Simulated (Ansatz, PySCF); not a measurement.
Process, species as SMILES: C[Si](C)(C)[Si](F)(F)F + 6 [SiH4] (SiH4) -> 3 C[SiH3] [methylsilane] + 3 F[SiH3] [fluorosilane] + [SiH3][SiH3]
Geometries: B3LYP-D3(BJ)/def2-TZVP minima from Ansatz (a first-principles code), one conformer each, not searched for the lowest. Frequencies are from Ansatz or PySCF.

Wanted: bond separation energy (enthalpy at 298 K, with B3LYP-D3(BJ) rigid-rotor harmonic-oscillator terms), in eV. Cores are frozen in the correlated levels unless marked. No spin-orbit coupling. Non-relativistic. CBS(X,Y): correlation extrapolated as X^-3; Hartree-Fock from the larger set. [CCSD(T)-MP2]/basis is that difference in the basis named.

```tsv
level	program	bond separation energy (eV)
PBE0/def2-TZVP	Ansatz	?
r2SCANh-D4/def2-TZVPD	Ansatz + dftd4	0.74
B2PLYP-D4/def2-TZVPD	Ansatz + dftd4	0.71
CCSD/STO-3G	Ansatz	0.60
RI-MP2/CBS(cc-pV(T+d)Z,cc-pV(Q+d)Z)+[CCSD(T)-MP2]/cc-pV(T+d)Z	Ansatz	0.67
```

Question: Fill in the missing entries.

Answer: 
- PBE0/def2-TZVP, bond separation energy (eV): 0.64
